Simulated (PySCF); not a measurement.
## Shapes and spin states of WCl₃⁺

Computed with PBE0 in PySCF with W def2-SVP with ECP60, Cl def2-SVP; scalar-relativistic core potentials, no spin–orbit coupling; density-fitted integrals.

Relaxations began from a few typed shapes and spin states; open shells are unrestricted. The search is not exhaustive: other isomers or separated fragments can lie lower, and high-lying points may rest on an excited occupation.

(1) Order these stationary points by electronic energy, lowest first, in kJ/mol from the lowest minimum.
A. triplet Cs: W–Cl 2.185 Å, W–Cl 2.199 Å, W–Cl 2.203 Å; Cl–W–Cl 109.5°, Cl–W–Cl 123.3°, Cl–W–Cl 127.3°
B. singlet (closed shell, unstable to spin polarisation) D3h: W–Cl 2.163 Å (×3); Cl–W–Cl 120.0° (×3)

(2) Which of them are minima?

Results:

(1) A (0.0), B (38.1).

(2) By energy in kJ/mol, 0.0: not settled, its softest mode being under 30 cm⁻¹; 38.1: minimum of the closed-shell surface only.

Formally W is in oxidation state +4, d2, with 2 unpaired electrons (the high-spin count). The Mulliken spin on W is 2.05. The polar-tensor charge on W, 2.23, is far below the formal one.

For the lowest minimum: open d and f shells are described by one determinant, and the ground state may have another occupation or spin. With an element this heavy the missing spin–orbit coupling can shift these numbers.
